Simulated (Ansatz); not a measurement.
`C[Si](F)(Cl)I` and `C[Si](C)(F)I` differ in one atom or group.

Ansatz, PBE0-D4/def2-TZVP geometries, multiplicity 1. 

Elements past krypton have def2 core potentials.  Spin–orbit coupling is left out; it splits and shifts lone-pair levels of the heavy atoms by tenths of an eV.

```
                                        property  `C[Si](F)(Cl)I`
               LUMO energy (PBE/def2-TZVPP) / eV            -1.38
             HOMO energy (B3LYP/def2-TZVPP) / eV            -7.72
           HOMO–LUMO gap (B3LYP/def2-TZVPP) / eV             6.98
size of the dipole moment (B3LYP/def2-TZVPP) / D             1.99
           HOMO energy (ωB97M-V/def2-TZVPP) / eV           -10.11
               HOMO energy (PBE/def2-TZVPP) / eV            -6.81
```

Question: What does the change do to each property? (An estimate is asked.)

Answer: Ansatz gave: 
| property | `C[Si](C)(F)I` | shift |
| --- | --- | --- |
| LUMO energy (PBE/def2-TZVPP) / eV | -0.73 | 0.65 |
| HOMO energy (B3LYP/def2-TZVPP) / eV | -7.33 | 0.39 |
| HOMO–LUMO gap (B3LYP/def2-TZVPP) / eV | 7.24 | 0.26 |
| size of the dipole moment (B3LYP/def2-TZVPP) / D | 2.44 | 0.45 |
| HOMO energy (ωB97M-V/def2-TZVPP) / eV | -9.71 | 0.40 |
| HOMO energy (PBE/def2-TZVPP) / eV | -6.43 | 0.38 |

With PBE0 the HOMO rises by 0.40 eV and the LUMO rises by 0.65 eV, so the gap widens by about 0.25 eV. PBE moves the HOMO by 0.38 eV and ωB97M-V by 0.40 eV. Dipoles are sizes alone; their direction can turn.

B3LYP here is the variant with VWN-RPA as its local correlation; programs differ in this.

Positive LUMOs are unbound, so they and the gaps depend on the basis.
